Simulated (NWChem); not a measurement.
# 2,3,3,3-tetrafluoropropene (C₃H₂F₄); SMILES C=C(F)C(F)(F)F

```xyz
9

C     -1.2579     1.5822     0.0008
C     -0.1147     0.9128     0.0003
F      1.0736     1.5019    -0.0014
C      0.0216    -0.5880     0.0000
F      0.6808    -1.0020    -1.0814
F      0.7034    -1.0001     1.0679
F     -1.1712    -1.1760     0.0128
H     -2.2040     1.0433     0.0024
H     -1.2557     2.6732    -0.0001
```
Atoms are numbered in this order, from 1.

Structure relaxed at the PBE0/def2-SVP level.

Give the principal values of the shielding tensors (ppm) of C1, C2, F3, C4, F5 from LDA (Slater exchange, VWN5)/pcSseg-1, GIAO (NWChem), with their diamagnetic and paramagnetic parts as GIAO splits them.


```json
[
 {"atom": "C1", "σ11": "-24.7", "σ22": "93.2", "σ33": "165.4", "isotropic": "78.0", "diamagnetic": "258.2", "paramagnetic": "-180.2"},
 {"atom": "C2", "σ11": "-90.0", "σ22": "59.4", "σ33": "66.3", "isotropic": "11.9", "diamagnetic": "252.5", "paramagnetic": "-240.6"},
 {"atom": "F3", "σ11": "166.6", "σ22": "251.4", "σ33": "384.0", "isotropic": "267.3", "diamagnetic": "475.5", "paramagnetic": "-208.1"},
 {"atom": "C4", "σ11": "33.5", "σ22": "54.4", "σ33": "57.4", "isotropic": "48.4", "diamagnetic": "243.8", "paramagnetic": "-195.3"},
 {"atom": "F5", "σ11": "163.3", "σ22": "243.9", "σ33": "316.4", "isotropic": "241.2", "diamagnetic": "475.1", "paramagnetic": "-233.9"}
]
```
